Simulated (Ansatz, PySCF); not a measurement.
C₂H₈O₂Si, SMILES C[Si@H](O)CO. Atoms are numbered in the order given.

```xyz
13

C      2.1626    -0.3122     0.3118
Si     0.4639     0.1980    -0.2974
O     -0.1846     1.4757     0.5932
C     -0.8559    -1.1224     0.0013
O     -2.1491    -0.5535    -0.1553
H      2.9045     0.4917     0.1768
H      2.5230    -1.1937    -0.2451
H      2.1331    -0.5728     1.3822
H      0.5347     0.5940    -1.7377
H      0.0549     2.3735     0.3392
H     -0.7169    -1.5779     1.0066
H     -0.7615    -1.9514    -0.7211
H     -2.1334     0.2936     0.3150
```

Geometry: B3LYP-D3(BJ)/def2-SVP. The structure was generated by enumeration; whether it is a known compound was not checked. One conformer was computed; it need not be the lowest.

Two levels are set side by side: PBE-D3(BJ)/def2-SVP (Ansatz, a first-principles code) and B3LYP-D3(BJ)/def2-SVP (Ansatz). Each level has its own optimised geometry; the coordinates shown are those of the second. Frequencies come from the Hessian of PySCF at each geometry. Differences are taken from unrounded values.

```csv
quantity,B3LYP-D3(BJ),PBE-D3(BJ),PBE-D3(BJ) minus B3LYP-D3(BJ)
mean bond length (Å),1.319,1.328,0.009
bond C1–Si2 (Å),1.875,1.881,0.005
bond Si2–O3 (Å),1.687,1.704,0.017
bond Si2–C4 (Å),1.891,1.899,0.008
bond C4–O5 (Å),1.421,1.424,0.003
bond C1–H6 (Å),1.102,1.109,0.007
bond C1–H7 (Å),1.103,1.110,0.007
bond C1–H8 (Å),1.102,1.109,0.007
bond Si2–H9 (Å),1.495,1.510,0.014
bond O3–H10 (Å),0.963,0.972,0.008
bond C4–H11 (Å),1.112,1.122,0.010
bond C4–H12 (Å),1.104,1.112,0.008
bond O5–H13 (Å),0.969,0.980,0.011
highest harmonic wavenumber (cm⁻¹),3887,3783,-104
mean harmonic wavenumber (cm⁻¹),1351,1315,-35
zero-point energy (kcal/mol),63.71,62.05,-1.67
```

GGA bonds tend to be longer and softer than those of functionals with exact exchange. Differences between two approximate levels are no errors against the true value.
